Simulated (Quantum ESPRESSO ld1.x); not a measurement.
Results of a calculation; reference values are marked as such.
Q: Species: N II. Configuration: [He] 2s2 2p2. Level of theory: non-relativistic Kohn-Sham, LDA (Slater exchange, Hedin-Lundqvist correlation), spin-unpolarised, spherical densities, point nucleus (ld1.x of Quantum ESPRESSO 7.5). Some entries of the table are withheld. Estimate them.

| orbital | occ. | eigenvalue (eV) | <r> (bohr) |
|---|---|---|---|
| 1s | 2 | -398.177 | (1) |
| 2s | 2 | (2) | 1.253 |
| 2p | 2 | -20.9010 | (3) |
| 3s | 0 | -5.4937 | (4) |
| 3p | 0 | (5) | (6) |
| 3d | 0 | -1.8783 | 7.434 |

A: 
(1) 1s <r> (bohr): 0.2313
(2) 2s eigenvalue (eV): -32.2998
(3) 2p <r> (bohr): 1.274
(4) 3s <r> (bohr): 4.256
(5) 3p eigenvalue (eV): -3.6195
(6) 3p <r> (bohr): 5.193
